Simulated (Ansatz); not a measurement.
Ansatz (a quantum-chemistry and plane-wave program) input (CCSD(T)/def2-QZVPPD):
A basis named .json is the Basis Set Exchange file of that set.

Ansatz 0.2 input:
```yaml
crystal:
  periodic: [false, false, false]
  atoms:
    - {symbol: Cu, position_ang: [-0.00000000, -0.00000000, -0.04943660]}
    - {symbol: H, position_ang: [0.00000000, 0.00000000, 1.43366134]}
basis:
  gaussian:
    orbitals: def2-QZVPPD.json
magnetization: {spin_polarized: true, initial_magnetization: 2}
correlation: {method: ccsd_t, electrons: outside_noble_gas}
```

End of the output:

```
cycle   1  -11.39773722 eV  change    -1.1e0 eV  update   2.8e-2
cycle   2  -11.43107220 eV  change   -3.3e-2 eV  update   1.5e-2
cycle   3  -11.45040161 eV  change   -1.9e-2 eV  update   1.0e-2
cycle   4  -11.47135848 eV  change   -2.1e-2 eV  update   8.4e-3
cycle   5  -11.50338132 eV  change   -3.2e-2 eV  update   6.0e-3
cycle   6  -11.51697395 eV  change   -1.4e-2 eV  update   2.8e-3
cycle   7  -11.51973760 eV  change   -2.8e-3 eV  update   1.1e-3
cycle   8  -11.52065160 eV  change   -9.1e-4 eV  update   3.5e-4
cycle   9  -11.52097371 eV  change   -3.2e-4 eV  update   1.5e-4
cycle  10  -11.52099833 eV  change   -2.5e-5 eV  update   6.4e-5
cycle  11  -11.52107095 eV  change   -7.3e-5 eV  update   3.3e-5
cycle  12  -11.52105553 eV  change    1.5e-5 eV  update   1.5e-5
cycle  13  -11.52106251 eV  change   -7.0e-6 eV  update   7.6e-6
perturbative correction -0.37366489 eV, -0.0137319312 hartree
Total energy: -44624.92996371 eV, -1639.9359283024 hartree
```

This state (charge 0, triplet) is run at the relaxed geometry of the species with charge 0 and multiplicity 1, and is a spin state other than that species' own.
